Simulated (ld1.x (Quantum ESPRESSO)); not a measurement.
**Logarithmic derivatives: Tm, TM**

Tm, norm-conserving Troullier–Martins (Kleinman–Bylander form), made with ld1.x (Quantum ESPRESSO) 7.5 (BLYP, scalar-relativistic). Core [Kr] 4d10 4f12, reference 5s2 5p6 5d0 6s0 6p0 (charge +3). Waves: 5s (bound): rc 1.20 bohr; 5d (bound, empty): rc 2.35 bohr; 5p (bound): rc 2.05 bohr. Local part: the p channel. Core correction: none.

The phase is arctan(r·u′/u) with u = r·R(r), unwrapped; energies in Ry, scanned from -8 to 5 Ry. A pole is an energy at which the radial function vanishes at the test radius. The pseudo phase is shifted by a multiple of π to meet the all-electron one at the reference energy, and phase errors are pseudo minus all-electron; the curves can meet again beyond the range given. Levels narrower than the energy grid can be missing from the lists of poles.

```tsv
channel	radius (bohr)	reference energy (Ry)	poles, all-electron	poles, pseudo	unbroken range about the reference energy with phases within 0.05 rad	phase error 1 Ry above the reference energy (rad)
s	2.55	-6.15	-6.07, 1.83	-6.07, 2.06	below 4.6	-0.000
p	2.55	-4.12	-3.88, 3.61	-3.88, 2.70	below -1.4	-0.004
d	2.55	-1.84	-0.89	-0.89	below 1.8	-0.001
```

Note: ghost state, extra bound levels that the all-electron valence spectrum of the same l lacks: s at -172.3 eV. A true bound ghost makes a file unfit for plane-wave use.

Phases in the d channel:

```
E (Ry)  all-electron  pseudo
 -8.00         1.410   1.410
 -7.52         1.403   1.403
 -7.04         1.395   1.395
 -6.56         1.386   1.386
 -6.08         1.375   1.375
 -5.60         1.361   1.361
 -5.12         1.344   1.344
 -4.64         1.322   1.322
 -4.16         1.292   1.292
 -3.68         1.247   1.246
 -3.20         1.169   1.168
 -2.72         0.994   0.994
 -2.24         0.343   0.343
 -1.76        -1.058  -1.058
 -1.28        -1.451  -1.451
 -0.80        -1.590  -1.591
 -0.32        -1.674  -1.675
  0.16        -1.744  -1.747
  0.64        -1.823  -1.828
  1.12        -1.935  -1.945
  1.60        -2.143  -2.170
  2.08        -2.655  -2.742
  2.56        -3.638  -3.738
  3.04        -4.189  -4.232
  3.52        -4.405  -4.427
  4.00        -4.512  -4.527
  4.48        -4.577  -4.588
  4.96        -4.621  -4.631
```
